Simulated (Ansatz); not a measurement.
Relaxation of ClGeH3O (6 atoms, charge 0, multiplicity 1), to a largest force component of 0.03 eV/Å in at most 50 steps.

Method: RKS PBE/def2-SVP (Ansatz).

```xyz
6
Properties=species:S:1:pos:R:3:forces:R:3
Ge 0.249 0.002 0.006 0.52 -0.02 -0.08
O 0.733 -0.137 1.703 -0.72 -0.04 1.17
H 0.001 -0.145 2.355 0.12 -0.01 -0.09
H 1.748 -0.022 -0.306 0.06 0.07 -1.02
H -0.638 1.223 -0.343 0.00 -0.01 0.01
Cl -0.835 -1.750 -0.712 0.00 0.02 0.01
```

Q: Where does it end, and by what steps?

A: The run converged. After 6 steps the energy has fallen by 0.239 eV; H4 moved furthest, 0.29 Å.

```json
{"step": "0", "energy less start (eV)": "0.0000", "largest force component (eV/Å)": "1.172", "accepted": "yes"}
{"step": "1", "energy less start (eV)": "-0.2042", "largest force component (eV/Å)": "0.273", "accepted": "yes"}
{"step": "2", "energy less start (eV)": "-0.2279", "largest force component (eV/Å)": "0.191", "accepted": "yes"}
{"step": "3", "energy less start (eV)": "-0.2362", "largest force component (eV/Å)": "0.147", "accepted": "yes"}
{"step": "4", "energy less start (eV)": "-0.2385", "largest force component (eV/Å)": "0.054", "accepted": "yes"}
{"step": "5", "energy less start (eV)": "-0.2387", "largest force component (eV/Å)": "0.034", "accepted": "yes"}
{"step": "6", "energy less start (eV)": "-0.2387", "largest force component (eV/Å)": "0.001", "accepted": "yes"}
```

```xyz
6
Properties=species:S:1:pos:R:3
Ge 0.339 0.000 0.057
O 0.669 -0.138 1.810
H -0.157 -0.164 2.328
H 1.733 -0.003 -0.598
H -0.552 1.228 -0.265
Cl -0.774 -1.751 -0.628
```

Whether the end is a true minimum wasn't checked by a vibrational analysis.

Time of the run: 8.2 s on 1 thread of Intel(R) Xeon(R) 6975P-C (Granite Rapids), on a shared host, peak memory 0.15 GiB.
